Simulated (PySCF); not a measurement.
SMILES C=Cc1ccc(-c2cccs2)cc1 (C12H10S) (GFN2-xTB optimised geometry):

```
23

C     -3.140    -3.790     0.000
C     -1.824    -3.609     0.000
C     -1.118    -2.337     0.000
C     -1.765    -1.099     0.000
C     -1.048     0.076     0.000
C      0.350     0.074     0.000
C      1.092     1.315     0.000
C      2.449     1.512     0.000
C      2.821     2.870     0.000
C      1.751     3.706     0.000
S      0.264     2.850     0.000
C      1.001    -1.164     0.000
C      0.280    -2.337     0.000
H     -3.842    -2.974     0.000
H     -3.568    -4.778     0.000
H     -1.178    -4.480     0.000
H     -2.843    -1.055     0.000
H     -1.571     1.022     0.000
H      3.168     0.713     0.000
H      3.842     3.208     0.000
H      1.739     4.778     0.000
H      2.079    -1.206     0.000
H      0.807    -3.281     0.000
```

Level of theory: PBE0/def2-SVP in PySCF.

Task: What are the frontier orbital energies and the dipole moment?

Result: HOMO-2 -7.42 eV, HOMO-1 -7.28 eV, HOMO -5.92 eV, LUMO -1.54 eV, LUMO+1 -0.27 eV; dipole moment 0.60 D.

Meta-Löwdin charges at PBE0/def2-SVP: C1 -0.23, C2 -0.09, C3 0.00, C4 -0.10, C5 -0.11, C6 0.01, C7 -0.10, C8 -0.14, C9 -0.13, C10 -0.23, S11 0.24, C12 -0.11, C13 -0.10, H14 0.10, H15 0.11, H16 0.10, H17 0.11, H18 0.11, H19 0.11, H20 0.12, H21 0.13, H22 0.11, H23 0.11.
